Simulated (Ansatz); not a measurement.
Two isomers of CH7AlOSi2: A = `[CH2]1[AlH][O][SiH2][SiH2]1`, B = `[SiH3][AlH][SiH]1CO1`.

Isolated molecules relaxed with PBE0-D4/def2-TZVP in Ansatz; ΔE leaves out vibrations. CBS: MP2 limit from def2 TZ/QZ plus the TZ coupled-cluster correction, frozen cores. Functionals use def2-TZVPP. B3LYP here is the variant with VWN-RPA as its local correlation; programs differ in this. One conformer a species, not always the lowest.

Q: Which isomer does CCSD(T)/CBS put lower? Give the gap. (Best estimate.)

A: The calculation gave: A, by 93.4 kcal/mol.

Q: Give E(B) − E(A) in kcal/mol with B2PLYP, CCSD(T)/def2-TZVPP, PBE-D4, B3LYP, r2SCAN-D4, B3LYP-D4, PBE0-D4. (An estimate is asked.)

A: The calculation gave: B2PLYP 92.1, CCSD(T)/def2-TZVPP 92.1, PBE-D4 83.2, B3LYP 88.4, r2SCAN-D4 90.8, B3LYP-D4 90.7, PBE0-D4 88.5. None reverses the order clearly.

Q: Does the order hold for the free energy at 298.15 K (harmonic terms from PBE0-D4)? (An estimate is asked.)

A: Computed: Yes: G(B) − G(A) = +89.8 kcal/mol, for one conformer each. Modes under 60 cm⁻¹, often nearly free rotors, make the harmonic entropy too high.

Largest T1 diagnostic: 0.016.

Leaving LDA and LC-ωPBE aside and taking each functional with its dispersion term where it has one, the values, not all of them listed here, spread over 13.6 kcal/mol, from revPBE-D4 to BHLYP-D4. LDA lies +5.9 kcal/mol from PBE without D4. From r2SCAN to r2SCAN0 (25 % exact exchange), in def2-TZVPP and without D4, E(B) − E(A) moves by +3.1 kcal/mol.
